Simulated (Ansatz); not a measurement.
Reaction (formal exchange of groups at the Al–B bond): `[BH2][AlH][BH]O` + CH₄ → `[CH3][AlH][BH]O` + BH₃

Gas-phase electronic energies from Ansatz, PBE0-D4/def2-TZVP geometries. CCSD(T)/CBS adds triple-zeta CCSD(T) − MP2 to the extrapolated MP2 energy (def2 sets, frozen cores). This one scheme is used for every species. DFT in def2-TZVPP. B3LYP here is the variant with VWN-RPA as its local correlation; programs differ in this. Each species was taken in one conformer, which may not be the lowest.

`[BH2][AlH][BH]O`:

Z-matrix (Å, degrees):
```
B
Al 1 2.113
H 1 1.201 2 122.9
H 1 1.202 2 123.0 3 178.5
B 2 2.153 1 122.9 3 -91.7
H 2 1.602 1 118.1 3 90.7
O 5 1.357 2 119.3 1 87.2
H 5 1.212 2 123.3 1 -92.5
H 7 0.962 5 113.8 2 179.7
```

CH₄:

Z-matrix (Å, degrees):
```
C
H 1 1.090
H 1 1.090 2 109.5
H 1 1.090 2 109.5 3 -120.0
H 1 1.090 2 109.5 3 120.0
```

`[CH3][AlH][BH]O`:

```xyz
10

C    -1.584   -0.543    0.211
Al   -0.010    0.417    0.887
B     1.787    0.564   -0.325
O     1.859    0.015   -1.564
H    -2.447    0.131    0.160
H    -1.463   -0.993   -0.778
H    -1.869   -1.345    0.903
H    -0.130    1.066    2.340
H     2.803    1.122    0.005
H     1.055   -0.433   -1.840
```

BH₃:

Z-matrix (Å, degrees):
```
B
H 1 1.193
H 1 1.193 2 120.0
H 1 1.193 2 120.0 3 180.0
```

| level | ΔE (kcal/mol) |
| --- | --- |
| B3LYP-D4 | -1.6 |
| CAM-B3LYP | -2.2 |
| LC-ωPBE | -1.7 |
| MP2/def2-QZVPP | -4.6 |

(1) What does CCSD(T)/CBS give? (An estimate is asked.)

Largest T1 diagnostic among the species: 0.014.

Answers

(1) The calculation gave: -2.6 kcal/mol. The listed levels differ from it by 1.0, 0.4, 0.9, -2.0 kcal/mol.

From BLYP to BHLYP (50 % exact exchange), in def2-TZVPP and without D4, ΔE moves by −2.0 kcal/mol. Leaving LDA and LC-ωPBE aside and taking each functional with its dispersion term where it has one, the values, not all of them listed here, spread over 4.2 kcal/mol, from ωB97M-V to PBE-D4.
